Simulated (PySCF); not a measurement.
**Question.** What does the PBE0-D3(BJ)/def2-SVP structure of `C=CS(=O)(=O)CCC(F)(F)F` look like in three dimensions?

**Answer.** 
```xyz
18
C5H7F3O2S angstrom
C      3.0277    0.2191   -1.2092
C      1.9920    0.6260   -0.4827
S      1.1676   -0.5391    0.5762
O      1.8571   -1.8212    0.4662
O      0.9676    0.1185    1.8659
C     -0.4546   -0.7624   -0.1630
C     -1.3383    0.4564   -0.0135
C     -2.7384    0.2080   -0.5140
F     -3.3268   -0.7927    0.1468
F     -2.7432   -0.1176   -1.8124
F     -3.4960    1.2947   -0.3671
H      3.3277   -0.8333   -1.1861
H      3.6003    0.9188   -1.8238
H      1.6370    1.6578   -0.4120
H     -0.8573   -1.6238    0.3930
H     -0.2975   -1.0670   -1.2074
H     -0.9450    1.3168   -0.5754
H     -1.3972    0.7458    1.0457
```

Orientation and origin are arbitrary. Atoms count from 1 in this order. Of the pairs four or more bonds apart, O4···H12 is among the closest relative to their van der Waals radii: 2.42 Å, 89 % of the sum of Bondi's values. The 3 C–C bonds span 1.329 Å (C1=C2, drawn double) to 1.513 Å (C6–C7, drawn single), a spread of 0.184 Å. S3 (sulfonyl sulfur) is distorted tetrahedral (angles from 104.8° to 121.8°).

Bonds between heavy atoms (Å): C1=C2 1.329, C2–S3 1.777, S3=O4 1.460, S3=O5 1.461, S3–C6 1.797, C6–C7 1.513, C7–C8 1.507, C8–F9 1.336, C8–F10 1.339, C8–F11 1.333.

Theory: PBE0-D3(BJ)/def2-SVP geometry optimisation, gas phase in PySCF 2.14.0.

Point group: C1 (no symmetry element, even within 0.4 Å). Not checked by PBE0-D3(BJ)/def2-SVP frequencies. The numbers are those of one conformer (C1–C2–S3–O4 1°, C2–S3–C6–C7 -71°, S3–C6–C7–C8 -174°).

The run took about 8 min of CPU time (one thread, shared machine). These figures are those of the optimisation.
